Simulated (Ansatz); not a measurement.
Cu₃O₄⁻. The state is a singlet with charge -1. Geometry B3LYP-D4/def2-SVPD; atoms count from 1.

```tsv
atom	x (Å)	y (Å)	z (Å)
Cu1	0.000	-0.001	-0.001
Cu2	-2.589	1.191	-2.004
Cu3	2.589	-1.194	2.002
O4	3.854	-1.760	2.978
O5	-3.856	1.769	-2.971
O6	1.304	-0.606	1.010
O7	-1.304	0.601	-1.014
```

The restricted singlet is unstable towards broken spin symmetry at other levels; at PBE-D4/def2-TZVPD this wasn't settled. An occupied level of the charge -1 singlet lies above an empty one (by up to 0.57 eV), so this SCF solution is probably not the lowest. No other spin state of charge -1 was run. The geometry of the singlet was relaxed on an unsound state (restricted singlet, unstable towards broken spin symmetry at other levels and untested here). Another isomer (singlet) lies 2.14 eV lower at r2SCAN-D4/def2-TZVPD; other spin states weren't run for this one.

Q: Estimate the Mulliken populations from the PBE/def2-TZVPD orbitals of Ansatz.

A: 
```csv
atom,charge (e),d electrons
Cu1,0.23,9.63
Cu2,-0.04,9.35
Cu3,-0.04,9.35
O4,-0.44,–
O5,-0.44,–
O6,-0.13,–
O7,-0.13,–
```
Mulliken values and Mayer orders depend strongly on the basis. With diffuse functions, as here, like atoms can get unlike values, and bond orders can come out too low or too high.

Q: And the Mayer bond orders between bonded heavy atoms (over 0.3)?

A: Cu1–O6 0.46 (1.76 Å); Cu1–O7 0.46 (1.76 Å); Cu2–O5 1.18 (1.70 Å); Cu2–O7 0.48 (1.73 Å); Cu3–O4 1.18 (1.70 Å); Cu3–O6 0.48 (1.73 Å). Values over 0.3 also appear between atoms too far apart for a bond (Cu1–Cu2 0.47 at 3.48 Å; Cu1–Cu3 0.47 at 3.48 Å; O4–O5 0.39 at 10.36 Å); they arise where an orbital or an unpaired electron spreads over both atoms.
